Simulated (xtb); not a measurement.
C4H10O (SMILES CCCCO), singlet, at a GFN2-xTB geometry, atoms displaced at random by about 0.05 Å a coordinate; xtb with GFN1-xTB.

Input for xtb:
```
$ xtb mol.xyz --gfn 1 --opt loose --json

# file mol.xyz
15

C     -2.48806896    -0.08644248     0.09184801
C     -1.15218360    -0.03632590    -0.61263300
C     -0.06663499    -0.01203295     0.29465821
C      1.37312035     0.04624395    -0.45317808
O      2.38289509     0.14604827     0.46510525
H     -2.60214620    -1.02836078     0.71526971
H     -3.35337433    -0.14054578    -0.54982255
H     -2.66189398     0.74471980     0.73584170
H     -1.21186770     0.83845220    -1.31544675
H     -1.07460666    -0.91415797    -1.20982967
H     -0.04183087     0.91775729     0.97008082
H     -0.07411028    -0.80989425     0.97480346
H      1.35302713     0.91667219    -0.99782391
H      1.40748062    -0.87624690    -1.17373247
H      3.23201002     0.12263389     0.04035618
```

It wrote (shortened):

```
   ID    Z sym.   atoms
    1    6 C      1-4
    2    8 O      5
    3    1 H      6-15

           -------------------------------------------------
          |                Calculation Setup                |
           -------------------------------------------------

           -------------------------------------------------
          |                 G F N 1 - x T B                 |
           -------------------------------------------------

          ...................................................
          :                      SETUP                      :
          :.................................................:
          :  # basis functions                  40          :
          :  # atomic orbitals                  40          :
          :  # shells                           30          :
          :  # electrons                        32          :
          :  # halogen bonds                     0          :
          :  max. iterations                   250          :
          :  Hamiltonian                  GFN1-xTB          :
          :  restarted?                      false          :
          :  GBSA solvation                  false          :
          :  PC potential                    false          :
          :  electronic temp.          300.0000000     K    :
          :  accuracy                    1.0000000          :
          :  -> integral cutoff          0.2500000E+02      :
          :  -> integral neglect         0.1000000E-07      :
          :  -> SCF convergence          0.1000000E-05 Eh   :
          :  -> wf. convergence          0.2000000E-04 e    :
          :  Broyden damping             0.4000000          :
          :  net charge                          0          :
          :  unpaired electrons                  0          :
          ...................................................

 iter      E             dE          RMSdq      gap      omega  full diag
   1    -18.7216582 -0.187217E+02  0.748E+00    7.82       0.0  T
   2    -18.7522843 -0.306261E-01  0.454E+00    8.38       1.0  T
   3    -18.7528312 -0.546912E-03  0.563E-01    8.61       1.0  T
   4    -18.7538881 -0.105686E-02  0.523E-02    8.57       1.0  T
   5    -18.7539107 -0.226640E-04  0.179E-02    8.57       1.4  T
   6    -18.7539131 -0.237423E-05  0.411E-03    8.56       6.3  T
   7    -18.7539132 -0.918914E-07  0.217E-03    8.56      11.9  T
   8    -18.7539132 -0.432680E-07  0.123E-04    8.56     209.8  T
   9    -18.7539132 -0.114944E-09  0.232E-05    8.56    1114.8  T

   *** convergence criteria satisfied after 9 iterations ***

         :::::::::::::::::::::::::::::::::::::::::::::::::::::
         ::                     SUMMARY                     ::
         :::::::::::::::::::::::::::::::::::::::::::::::::::::
         :: total energy             -18.527367941646 Eh    ::
         :: gradient norm              0.193366897605 Eh/a0 ::
         :: HOMO-LUMO gap              8.561671394695 eV    ::
         ::.................................................::
         :: SCC energy               -18.753913246150 Eh    ::
         :: -> electrostatic           0.042752022605 Eh    ::
         :: repulsion energy           0.230935346412 Eh    ::
         :: dispersion energy         -0.004390041908 Eh    ::
         :: halogen bond corr.         0.000000000000 Eh    ::
         :: add. restraining           0.000000000000 Eh    ::
         :: total charge               0.000000000000 e     ::
         :::::::::::::::::::::::::::::::::::::::::::::::::::::

      -----------------------------------------------------------
     |                   =====================                   |
     |                        A N C O P T                        |
     |                   =====================                   |
     |               Approximate Normal Coordinate               |
     |                Rational Function Optimizer                |
      -----------------------------------------------------------
      -----------------------------------------------------------
     |                   =====================                   |
     |                        A N C O P T                        |
     |                   =====================                   |
     |               Approximate Normal Coordinate               |
     |                Rational Function Optimizer                |
      -----------------------------------------------------------

          ...................................................
          :                      SETUP                      :
          :.................................................:
          :   optimization level             loose          :
          :   max. optcycles                   200          :
          :   ANC micro-cycles                  20          :
          :   degrees of freedom                39          :
          :.................................................:
          :   RF solver                   davidson          :
          :   write xtbopt.log                true          :
          :   linear?                        false          :
          :   energy convergence         0.5000000E-04 Eh   :
          :   grad. convergence          0.4000000E-02 Eh/α :
          :   maxmium RF displ.          1.0000000          :
          :   Hlow (freq-cutoff)         0.1000000E-01      :
          :   Hmax (freq-cutoff)         5.0000000          :
          :   S6 in model hess.         20.0000000          :
          ...................................................

generating ANC from exact Hessian ...
Using Lindh-Hessian (1995)
 Shifting diagonal of input Hessian by    6.1309359103566240E-003
 Lowest  eigenvalues of input Hessian
    0.000000    0.000000    0.000000    0.000000    0.000000    0.000000
    0.010000    0.011760    0.012093    0.018911    0.024584    0.033053
[...]
 * total energy  :   -18.5273679 Eh     change       -0.5886847E-11 Eh
 * total energy  :   -18.5524465 Eh     change       -0.2507855E-01 Eh
 * total energy  :   -18.5565624 Eh     change       -0.4115892E-02 Eh
 * total energy  :   -18.5566947 Eh     change       -0.1323174E-03 Eh
 * total energy  :   -18.5567249 Eh     change       -0.3016558E-04 Eh
   *** GEOMETRY OPTIMIZATION CONVERGED AFTER 5 ITERATIONS ***
[...]
         :: total energy             -18.556724863121 Eh    ::
         :: gradient norm              0.001937940947 Eh/a0 ::
         :: HOMO-LUMO gap              8.655103953503 eV    ::
         ::.................................................::
         :: SCC energy               -18.758191212846 Eh    ::
         :: -> electrostatic           0.045115192858 Eh    ::
         :: repulsion energy           0.205854945123 Eh    ::
         :: dispersion energy         -0.004388595398 Eh    ::
         :: halogen bond corr.         0.000000000000 Eh    ::
         :: add. restraining           0.000000000000 Eh    ::
         :: total charge               0.000000000000 e     ::
         :::::::::::::::::::::::::::::::::::::::::::::::::::::

           -------------------------------------------------
          |                Property Printout                |
           -------------------------------------------------

    * Orbital Energies and Occupations

         #    Occupation            Energy/Eh            Energy/eV
      -------------------------------------------------------------
         1        2.0000           -0.7695993             -20.9419
       ...           ...                  ...                  ...
         4        2.0000           -0.6217545             -16.9188
         5        2.0000           -0.6131902             -16.6858
         6        2.0000           -0.5929004             -16.1336
         7        2.0000           -0.5813320             -15.8188
         8        2.0000           -0.5522063             -15.0263
         9        2.0000           -0.5509890             -14.9932
        10        2.0000           -0.5275457             -14.3552
        11        2.0000           -0.5040795             -13.7167
        12        2.0000           -0.5023613             -13.6699
        13        2.0000           -0.4787083             -13.0263
        14        2.0000           -0.4738412             -12.8939
        15        2.0000           -0.4703302             -12.7983
        16        2.0000           -0.4521802             -12.3045 (HOMO)
        17                         -0.1341110              -3.6493 (LUMO)
        18                         -0.1178077              -3.2057
        19                         -0.1149150              -3.1270
        20                         -0.0979995              -2.6667
        21                         -0.0934533              -2.5430
        22                         -0.0808956              -2.2013
        23                         -0.0662993              -1.8041
        24                         -0.0526277              -1.4321
        25                         -0.0430669              -1.1719
        26                         -0.0327179              -0.8903
        27                          0.0667421               1.8161
       ...                                ...                  ...
        40                          0.4603168              12.5259
      -------------------------------------------------------------
                  HL-Gap            0.3180692 Eh            8.6551 eV
             Fermi-level           -0.2931456 Eh           -7.9769 eV

  Mulliken/CM5 charges         n(s)   n(p)   n(d)
     1C    -0.08345 -0.23491   1.006  3.077  0.000
     2C    -0.04472 -0.15702   1.029  3.016  0.000
     3C    -0.05488 -0.16257   1.034  3.021  0.000
     4C     0.20374  0.11961   0.990  2.806  0.000
     5O    -0.56900 -0.78523   1.688  4.881  0.000
     6H     0.02910  0.08083   0.971  0.000  0.000
     7H     0.02905  0.08036   0.971  0.000  0.000
     8H     0.02917  0.08090   0.971  0.000  0.000
     9H     0.02089  0.07564   0.979  0.000  0.000
    10H     0.02085  0.07561   0.979  0.000  0.000
    11H     0.03631  0.09395   0.964  0.000  0.000
    12H     0.03681  0.09456   0.963  0.000  0.000
    13H     0.00466  0.06516   0.995  0.000  0.000
    14H     0.00442  0.06514   0.996  0.000  0.000
    15H     0.33705  0.50796   0.663  0.000  0.000

Wiberg/Mayer (AO) data.
largest (>0.10) Wiberg bond orders for each atom

 ---------------------------------------------------------------------------
     #   Z sym  total        # sym  WBO       # sym  WBO       # sym  WBO
 ---------------------------------------------------------------------------
     1   6 C    3.997 --     2 C    1.017     6 H    0.988     8 H    0.988
                             7 H    0.987
     2   6 C    3.998 --     1 C    1.017     3 C    1.008     9 H    0.981
                            10 H    0.980
     3   6 C    3.996 --     2 C    1.008     4 C    1.002    11 H    0.978
                            12 H    0.978
     4   6 C    3.923 --     3 C    1.002    14 H    0.975    13 H    0.975
                             5 O    0.957
     5   8 O    1.902 --     4 C    0.957    15 H    0.882
     6   1 H    1.004 --     1 C    0.988
     7   1 H    1.005 --     1 C    0.987
     8   1 H    1.004 --     1 C    0.988
     9   1 H    1.006 --     2 C    0.981
    10   1 H    1.006 --     2 C    0.980
    11   1 H    1.006 --     3 C    0.978
    12   1 H    1.006 --     3 C    0.978
    13   1 H    1.014 --     4 C    0.975
    14   1 H    1.014 --     4 C    0.975
    15   1 H    0.897 --     5 O    0.882
 ---------------------------------------------------------------------------

Topologies differ in total number of bonds
Writing topology from bond orders to xtbtopo.mol

 dipole moment from electron density (au)
     X       Y       Z
   0.1698  -0.0175  -0.8893  total (Debye):    2.302

optimized geometry written to: xtbopt.xyz

           -------------------------------------------------
          | TOTAL ENERGY              -18.556724863121 Eh   |
          | GRADIENT NORM               0.001937940947 Eh/α |
          | HOMO-LUMO GAP               8.655103953503 eV   |
           -------------------------------------------------

normal termination of xtb
```
